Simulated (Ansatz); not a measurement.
Geometry optimisation, RKS PBE-D4/def2-SVP in Ansatz.

input.yaml

```yaml
crystal:
  periodic: [false, false, false]
  atoms:
    - { symbol: Ga, position_ang: [-0.60777, -1.362206, 0.259643] }
    - { symbol: "N", position_ang: [1.560146, 0.955014, 0.760754] }
    - { symbol: H, position_ang: [0.428764, -2.426312, -0.28542] }
    - { symbol: H, position_ang: [-1.231198, -1.476774, 1.712329] }
    - { symbol: H, position_ang: [0.961628, 1.536716, 0.163543] }
    - { symbol: As, position_ang: [-1.300359, 0.495571, -1.12683] }
    - { symbol: H, position_ang: [1.66351, 1.441564, 1.660178] }
    - { symbol: H, position_ang: [2.488822, 0.925311, 0.323533] }
    - { symbol: H, position_ang: [-1.160635, -0.267701, -2.455756] }
    - { symbol: H, position_ang: [-2.802908, 0.178718, -1.011972] }
basis:
  gaussian: { orbitals: def2-SVP }
hamiltonian:
  xc: pbe
  dispersion: d4
relax:
  f_tol: 0.03
  max_steps: 50
output:
  orbitals: {}
```

Command:

```bash
$ ansatz run input.yaml --threads 2 --pin off --max-ram 3072MiB --backend cpu --events-out ev --progress --plain --runs-dir out
```

Where does it end, and by what steps?

The forces met the threshold. The force dipped under the threshold on the way, but the program's further checks kept it going. After 22 steps the energy has fallen by 0.730 eV; H7 moved furthest, 1.04 Å. Joined: Ga1–N2.

```json
{"step": "0", "energy less start (eV)": "0.0000", "largest force component (eV/Å)": "0.471", "accepted": "yes"}
{"step": "1", "energy less start (eV)": "-0.1832", "largest force component (eV/Å)": "0.344", "accepted": "yes"}
{"step": "2", "energy less start (eV)": "-0.4555", "largest force component (eV/Å)": "0.380", "accepted": "yes"}
{"step": "3", "energy less start (eV)": "-0.6476", "largest force component (eV/Å)": "0.257", "accepted": "yes"}
{"step": "4", "energy less start (eV)": "-0.6690", "largest force component (eV/Å)": "0.941", "accepted": "yes"}
{"step": "5", "energy less start (eV)": "-0.7097", "largest force component (eV/Å)": "0.264", "accepted": "yes"}
{"step": "6", "energy less start (eV)": "-0.6900", "largest force component (eV/Å)": "0.299", "accepted": "no"}
{"step": "7", "energy less start (eV)": "-0.7173", "largest force component (eV/Å)": "0.043", "accepted": "yes"}
{"step": "8", "energy less start (eV)": "-0.7191", "largest force component (eV/Å)": "0.046", "accepted": "yes"}
{"step": "9", "energy less start (eV)": "-0.7192", "largest force component (eV/Å)": "0.196", "accepted": "yes"}
{"step": "10", "energy less start (eV)": "-0.7207", "largest force component (eV/Å)": "0.062", "accepted": "yes"}
{"step": "11", "energy less start (eV)": "-0.7219", "largest force component (eV/Å)": "0.019", "accepted": "yes"}
{"step": "12", "energy less start (eV)": "-0.7144", "largest force component (eV/Å)": "0.471", "accepted": "no"}
{"step": "13", "energy less start (eV)": "-0.7231", "largest force component (eV/Å)": "0.085", "accepted": "yes"}
{"step": "14", "energy less start (eV)": "-0.7185", "largest force component (eV/Å)": "0.322", "accepted": "no"}
{"step": "15", "energy less start (eV)": "-0.7249", "largest force component (eV/Å)": "0.022", "accepted": "yes"}
{"step": "16", "energy less start (eV)": "-0.7258", "largest force component (eV/Å)": "0.076", "accepted": "yes"}
{"step": "17", "energy less start (eV)": "-0.7262", "largest force component (eV/Å)": "0.178", "accepted": "yes"}
{"step": "18", "energy less start (eV)": "-0.7275", "largest force component (eV/Å)": "0.098", "accepted": "yes"}
{"step": "19", "energy less start (eV)": "-0.7288", "largest force component (eV/Å)": "0.008", "accepted": "yes"}
{"step": "20", "energy less start (eV)": "-0.7294", "largest force component (eV/Å)": "0.073", "accepted": "yes"}
{"step": "21", "energy less start (eV)": "-0.7297", "largest force component (eV/Å)": "0.060", "accepted": "yes"}
{"step": "22", "energy less start (eV)": "-0.7300", "largest force component (eV/Å)": "0.029", "accepted": "yes"}
```

```xyz
10
Properties=species:S:1:pos:R:3
Ga -0.268 -0.770 0.297
N 1.288 0.687 0.748
H 0.683 -1.981 -0.098
H -0.992 -0.748 1.713
H 0.879 1.614 0.930
As -1.357 0.523 -1.512
H 1.841 0.422 1.575
H 1.942 0.793 -0.041
H -1.250 -0.623 -2.533
H -2.765 0.083 -1.078
```

Whether the end is a true minimum wasn't checked by a vibrational analysis.

Time of the run: 49 s on 2 threads of Arm Neoverse V1, on a shared host, peak memory 0.17 GiB.
